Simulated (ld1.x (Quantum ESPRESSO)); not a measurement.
## Before and after: RRKJ potential for Ni

```json
{
 "Element": "Ni",
 "Generator": "ld1.x (Quantum ESPRESSO) 7.5",
 "Type": "norm-conserving RRKJ (Kleinman–Bylander form)",
 "Functional": "PBEsol",
 "Relativity": "scalar-relativistic",
 "Frozen core": "[Ne]",
 "Valence charge": "18",
 "Reference configuration": "3s2 3p6 3d7 4s0 4p0 (charge +3)",
 "Partial waves": "3s (bound): rc 1.20 bohr; 3p (bound): rc 0.75 bohr; 3d (bound): rc 0.85 bohr",
 "Local potential": "all-electron potential smoothed inside 0.95 bohr (lloc = -1)",
 "Core correction": "Bessel-smoothed model core inside 0.40 bohr",
 "rho0": "0.001"
}
```

All-electron outer shells of the reference configuration (PBEsol, scalar-relativistic, ld1.x):

```json
{"shell": "2p", "level (eV)": "-884.48", "outermost node (bohr)": "–", "outermost maximum (bohr)": "0.16"}
{"shell": "3s", "level (eV)": "-150.25", "outermost node (bohr)": "0.30", "outermost maximum (bohr)": "0.64"}
{"shell": "3p", "level (eV)": "-110.53", "outermost node (bohr)": "0.27", "outermost maximum (bohr)": "0.65"}
{"shell": "3d", "level (eV)": "-47.03", "outermost node (bohr)": "–", "outermost maximum (bohr)": "0.62"}
{"shell": "4s", "level (eV)": "-33.20", "outermost node (bohr)": "0.90", "outermost maximum (bohr)": "1.88"}
{"shell": "4p", "level (eV)": "-25.17", "outermost node (bohr)": "0.96", "outermost maximum (bohr)": "2.15"}
```

Change: all radii but the core radius scaled by about 1.22 (s 1.46, p 0.92, d 1.04 bohr); local potential all-electron potential smoothed inside 1.16 bohr (lloc = -1).

Cutoffs: the cutoffs (Ry, on a coarse ladder) from which the occupation-weighted sum of valence levels, in a spherical-Bessel basis at the reference potential, stays within 10 and 1 mRy of its value at 400 Ry; they do not see the model core or the augmentation charge, which bear on the density cutoff. Errors are all-electron minus pseudo energies relative to the spin-unpolarised reference configuration.

Question: What does the change do?

Answer: A bound ghost appears in s, which as a rule spoils a file; the number of tests that count goes from 7 to 4; of the 4 tests that both files solve, the error grows in 4 and shrinks in 0 by more than 15 % and 0.3 meV (median size 12.7 → 19.7 meV). More of the atom is replaced by a form fitted at one configuration, so other configurations suffer.

```csv
quantity,base,changed
"cutoff, loose",260 Ry,160 Ry
"cutoff, tight",over 300 Ry,260 Ry
loose cutoff by channel (10 mRy a level),"s 110 Ry, p 200 Ry, d 200 Ry","s 80 Ry, p 110 Ry, d 140 Ry"
bound ghosts,none,s
"tests counted (converged, no solver errors)",7 of 7,4 of 7
"error for 3s2 3p6 3d8 4s0 4p0, meV [ΔE -37.44 eV]",-3.1,-11
"error for 3s2 3p6 3d8 4s0 4p1, meV [ΔE -48.98 eV]",-17,-28
"error for 3s2 3p6 3d6 4s0 4p0, meV [ΔE 57.52 eV]",-8.6,-11
"error for 3s2 3p6 3d8 4s0 4p2, meV [ΔE -54.49 eV]",-21,-33
```

Changed file: Tests not counted: 3s2 3p6 3d8 4s2 4p0 (solver errors, printed error -15.3 eV); 3s2 3p6 3d8 4s1 4p0 (solver errors, printed error -4.1 eV); 3s2 3p6 3d8.5 4s1.5 4p0 (solver errors, printed error -8.1 eV). A true bound ghost makes a file unfit for plane-wave use even where its test errors are small: the radial tests pick states by their node count and pass the ghost by. Where a test does run into it, the solver fails or the error is huge.
